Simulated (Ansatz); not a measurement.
The inner images of a band of C$_{2}$H$_{7}$BN$_{2}$ (12 atoms, charge 0, multiplicity 1) are given out of order.

All numbers below come from RKS CAM-B3LYP-D4/def2-SVP (Ansatz 0.2.0).

Initial state:

```xyz
12
Properties=species:S:1:pos:R:3
C -1.306 0.645 1.013
C -0.102 0.703 0.099
N 1.151 0.085 0.580
B 0.635 -0.492 -0.560
N 0.822 -1.441 -1.559
H -2.232 0.852 0.453
H -1.240 1.387 1.827
H -1.402 -0.349 1.474
H 0.015 1.685 -0.393
H 1.966 0.528 0.980
H 1.637 -2.039 -1.604
H 0.132 -1.620 -2.274
```

Final state:

```xyz
12
Properties=species:S:1:pos:R:3
C -1.304 0.647 1.012
C -0.099 0.705 0.099
N 1.154 0.088 0.577
B 0.635 -0.491 -0.561
N 0.817 -1.444 -1.557
H -2.230 0.851 0.452
H -1.240 1.389 1.826
H -1.398 -0.348 1.473
H 0.016 1.687 -0.392
H 1.969 0.527 0.981
H 0.125 -1.623 -2.271
H 1.630 -2.044 -1.602
```

Question: Put them in order from the first end to the last, with their energies above the first end.
A.
```xyz
12
Properties=species:S:1:pos:R:3
C -1.114 0.339 1.298
C -0.277 0.663 0.083
N 1.191 0.581 0.148
B 0.633 -0.335 -0.694
N 0.817 -1.382 -1.605
H -2.167 0.218 0.996
H -1.084 1.139 2.058
H -0.791 -0.598 1.776
H -0.655 1.549 -0.460
H 1.903 1.171 0.552
H 0.044 -1.984 -1.847
H 1.575 -1.416 -2.270
```
B.
```xyz
12
Properties=species:S:1:pos:R:3
C -1.150 0.383 1.222
C -0.241 0.685 0.054
N 1.221 0.533 0.202
B 0.685 -0.361 -0.662
N 0.943 -1.466 -1.529
H -2.192 0.314 0.871
H -1.120 1.167 1.999
H -0.894 -0.576 1.699
H -0.541 1.603 -0.483
H 1.927 1.032 0.726
H 0.185 -2.135 -1.598
H 1.255 -1.235 -2.467
```
C.
```xyz
12
Properties=species:S:1:pos:R:3
C -1.209 0.484 1.072
C -0.153 0.768 0.021
N 1.231 0.379 0.354
B 0.718 -0.344 -0.670
N 0.954 -1.382 -1.614
H -2.225 0.507 0.646
H -1.181 1.225 1.891
H -1.060 -0.510 1.526
H -0.267 1.759 -0.448
H 1.893 0.696 1.047
H 0.905 -2.341 -1.292
H 0.470 -1.298 -2.499
```
D.
```xyz
12
Properties=species:S:1:pos:R:3
C -1.181 0.425 1.143
C -0.200 0.716 0.028
N 1.235 0.463 0.281
B 0.727 -0.359 -0.660
N 1.029 -1.446 -1.561
H -2.212 0.404 0.756
H -1.149 1.190 1.939
H -0.981 -0.551 1.613
H -0.411 1.672 -0.481
H 1.922 0.880 0.894
H 0.441 -2.260 -1.384
H 0.858 -1.188 -2.533
```
E.
```xyz
12
Properties=species:S:1:pos:R:3
C -1.226 0.553 1.014
C -0.103 0.801 0.025
N 1.234 0.318 0.397
B 0.687 -0.364 -0.650
N 0.792 -1.416 -1.561
H -2.215 0.634 0.536
H -1.207 1.275 1.850
H -1.148 -0.456 1.450
H -0.136 1.806 -0.427
H 1.840 0.508 1.181
H 1.376 -2.226 -1.417
H 0.183 -1.488 -2.362
```

Answer: E (+0.08 eV), C (+0.45 eV), D (+0.64 eV), B (+0.49 eV), A (+0.16 eV).

The run took 3.7 min on 2 threads of Intel(R) Xeon(R) Platinum 8259CL CPU @ 2.50GHz (Skylake/Cascade Lake), on a shared host, peak memory 0.28 GiB.
